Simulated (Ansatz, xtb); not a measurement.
C6H3N: which of two isomers lies lower

We compare a, `CC#CC#CC#N`, a singlet, with b, `C=C=CC#CC#N`, a singlet. Both are isolated molecules in the gas phase, relaxed with B3LYP-D3(BJ)/def2-SVP.

Quicker runs give these differences E(b) − E(a): GFN2-xTB +9.6 kcal/mol; HF/STO-3G +19.2 kcal/mol (at GFN2-xTB geometries); r2SCAN-D4/def2-SVP +7.5 kcal/mol (at GFN2-xTB geometries).

**Question.** Estimate E(b) − E(a) at the level CCSD(T)/def2-SVP + ΔMP2/def2-TZVPP.

**Answer.** Calculated at CCSD(T)/def2-SVP + ΔMP2/def2-TZVPP: E(b) − E(a) = +5.2 kcal/mol, so structure a lies lower.

The same difference at several levels:

| level | geometry | E(b) − E(a) (kcal/mol) | departure from the last row (kcal/mol) | job, with rough time for the two |
| --- | --- | --- | --- | --- |
| GFN2-xTB | GFN2-xTB | +9.6 | +4.4 | optimisation, 0.19 s |
| HF/STO-3G | GFN2-xTB | +19.2 | +14.0 | single point, 0.61 s |
| r2SCAN-D4/def2-SVP | GFN2-xTB | +7.5 | +2.3 | single point, 2.8 s |
| B3LYP-D3(BJ)/def2-SVP | B3LYP-D3(BJ)/def2-SVP | +6.2 | +1.0 | optimisation, 43 s |
| HF/def2-SVP | B3LYP-D3(BJ)/def2-SVP | +4.6 | −0.7 | part of the CCSD(T) run |
| MP2/def2-SVP | B3LYP-D3(BJ)/def2-SVP | +11.4 | +6.2 | part of the CCSD(T) run |
| CCSD(T)/def2-SVP | B3LYP-D3(BJ)/def2-SVP | +5.8 | +0.6 | single point |
| CCSD(T)/def2-SVP + ΔMP2/def2-TZVPP | B3LYP-D3(BJ)/def2-SVP | +5.2 |  | single point, 41 s |

As drawn, b has 2 C=C in place of 1 C–C, 1 C≡C.

The levels shown agree on the order. The largest departure from CCSD(T)/def2-SVP + ΔMP2/def2-TZVPP is that of HF/STO-3G, 14.0 kcal/mol. The last row adds to CCSD(T) the change of the MP2 difference between the two basis sets, here −0.6 kcal/mol.

With thermal terms from frequencies at re-optimised GFN2-xTB minima (ideal gas, soft modes damped towards free rotors, one conformer each, 298.15 K, 1 atm): the zero-point term adds −0.5 kcal/mol; ΔH is +4.4 and ΔG +3.9 kcal/mol.

The correlated steps freeze 7 core orbitals. Codes used: Ansatz 0.2.0, xtb 6.7.1; the last row on 2 threads of Intel(R) Xeon(R) Processor @ 2.70GHz on a shared host.
